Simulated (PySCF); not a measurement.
Work out the structure from these simulated measurements.

Formula: F4H6P2Si.

| Property | Result |
| --- | --- |
| Polarisability | 80.4 au [CAM-B3LYP/def2-SVPD] |
| XPS | Si2p3/2 108.4, P2p3/2 138.2 (×2), F1s 690.8 (×4), Si1s 1849.0, P1s 2151.7 (×2) eV [ΔSCF SCAN, pcX-2 on the ionised atom, pcseg-1 elsewhere, spin-free X2C, 2p3/2 from a spin–orbit splitting computed afterwards within the 2p shell] |
| Triplet | lowest triplet excitation (Tamm–Dancoff): 6.96 eV [TDA CAM-B3LYP/def2-SVPD] |
| Rotational structure | rotational constants A, B, C: 2.301, 0.959, 0.959 GHz [PBE0-D3(BJ)/def2-SVP] |
| NMR, other nuclei | isotropic shieldings of nuclei other than C and H, by class: 258 (4 F), 499 (1 Si), 507 (2 P) ppm [GIAO PBE0/pcSseg-1] |
| UV, first state | lowest singlet excitation: 7.81 eV (159 nm, f = 0.001) [TDDFT CAM-B3LYP/def2-SVPD] |

Gas-phase values; electronic properties from PySCF, density fitting. Levels stand in brackets. Isolated species at its PBE0-D3(BJ)/def2-SVP geometry, gas phase. Each NMR value is the plain mean over a class of atoms that symmetry, rotation or inversion makes alike.

Q: What is the compound? Reason from the data.

A: The other shieldings belong to: 258 ppm, fluorine bonded to Si; 499 ppm, silicon bonded to 4 F and 2 P; 507 ppm, phosphorus bonded to Si and 3 H. The core levels belong to: Si2p3/2 108.4 eV, silicon bonded to 4 F and 2 P; P2p3/2 138.2 eV, phosphorus bonded to Si and 3 H; F1s 690.8 eV, fluorine bonded to Si; Si1s 1849.0 eV, silicon bonded to 4 F and 2 P; P1s 2151.7 eV, phosphorus bonded to Si and 3 H. One atom of each topological class was ionised and stands for its class. By its constants the optimised geometry is a nearly prolate symmetric top. Structure: trans-Si(PH3)2F4, `F[Si](F)(F)(F)(<-P)<-P`. The assignments are read from this structure; whether some other isomer fits the data as well wasn't checked.
